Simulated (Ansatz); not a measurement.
Program: Ansatz. Geometries: PBE0-D4/def2-TZVP. ΔE: electronic, gas phase. CCSD(T)/CBS adds triple-zeta CCSD(T) − MP2 to the extrapolated MP2 energy (def2 sets, frozen cores). This one scheme is used for every species. Double bonds are as drawn, so ΔE can hold a change between cis and trans. One conformer a species, not always the lowest.

Reaction (formal hydrolysis of a C–Cl bond): `[SiH3]/C=C(\[SiH3])Cl` + H₂O → `O/C([SiH3])=C/[SiH3]` + HCl

```json
{"species": "`[SiH3]/C=C(\\[SiH3])Cl`", "CCSD(T)/CBS(def2) energy (Eh)": "-1118.21800"}
{"species": "H₂O", "CCSD(T)/CBS(def2) energy (Eh)": "-76.37941"}
{"species": "`O/C([SiH3])=C/[SiH3]`", "CCSD(T)/CBS(def2) energy (Eh)": "-734.21171"}
{"species": "HCl", "CCSD(T)/CBS(def2) energy (Eh)": "-460.38127"}
```

Task: Work out ΔE.

Result: ΔE = (-734.21171) + (-460.38127) − (-1118.21800) − (-76.37941) = 0.00443 Eh = +11.6 kJ/mol.

Largest T1 diagnostic among the species: 0.013.

In def2-TZVPP, CCSD(T) changes the Hartree–Fock value by +10.1 kJ/mol (the triples alone add +1.9 kJ/mol) and MP2 by +17.2 kJ/mol. The D4 term adds +4.3 kJ/mol with B3LYP and +2.3 kJ/mol with PBE0; it sums over pairs of atoms, weighted by their polarisabilities, and B3LYP, whose exchange is more repulsive, gets the larger term.

B3LYP here is the variant with VWN-RPA as its local correlation; programs differ in this.
